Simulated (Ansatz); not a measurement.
H4OSi (SMILES O[SiH3]) moved off its minimum; all values from Ansatz (a first-principles code), cores frozen in correlated methods.
(charge 0, multiplicity 1)
```xyz
6

Si    -0.43741     0.17345    -0.01703
O      0.97473    -0.27062    -0.24909
H     -0.74422     1.53381    -0.11280
H     -1.10728    -0.59992    -1.05152
H     -0.99214    -0.16141     1.36398
H      1.65795     0.11266     0.37353
```

**Question.** Give the forces (eV/Å), the total energy and the dipole at CCSD(T)/aug-cc-pV(T+d)Z.

**Answer.** 
| atom | Fx | Fy | Fz |
|---|---|---|---|
| Si1 | -7.032 | -0.111 | 1.698 |
| O2 | 8.485 | -0.735 | 0.719 |
| H3 | -0.128 | 1.925 | -0.367 |
| H4 | -0.686 | -0.088 | -0.256 |
| H5 | 0.291 | -0.073 | -0.472 |
| H6 | -0.930 | -0.918 | -1.322 |
Energy -366.6080 hartree, dipole 1.77 D.
